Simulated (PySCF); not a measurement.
## Polarisability and C₆ of C²⁺ (carbon, charge +2)

[He] 2s2, closed-shell 1S. All numbers are calculated (PySCF 2.14, scalar relativity by spin-free X2C-1e, in aug-cc-pCVQZ-DK (9s8p6d4f2g, 109 functions)). Coupled (time-dependent) response in atomic units; α is the mean over directions.

| method | mean α (bohr³) | C₆ (like pair) | S(−4) |
| --- | --- | --- | --- |
| UHF | 4.499 | 7.093 | 23.07 |
| PBE | 4.211 | 6.479 | 19.98 |
| PBE0 | 4.270 | 6.605 | 20.57 |
| BLYP | 4.266 | 6.550 | 20.92 |
| BP86 | 4.252 | 6.585 | 20.30 |

S(−4) is the Cauchy moment in α(ω) = α(0) + S(−4) ω² + …

α(iu) at BP86:

| u (hartree) | α(iu) (bohr³) |
| --- | --- |
| 0 | 4.252 |
| 0.0500 | 4.202 |
| 0.100 | 4.059 |
| 0.200 | 3.578 |
| 0.300 | 3.001 |
| 0.500 | 2.020 |
| 0.750 | 1.281 |
| 1.00 | 0.8780 |
| 1.50 | 0.4914 |
| 2.00 | 0.3178 |
| 3.00 | 0.1677 |
| 5.00 | 0.07350 |

A single London oscillator, α(iu) = α/(1 + u²/ω²), gives C₆ = (3/4) ω α². Matching the computed C₆ needs ω = 4 × 6.585 / (3 × 4.252²) = 0.486 hartree.

For an ion, C₆ is the dispersion term alone; charge-induced terms of lower order in 1/R come first.
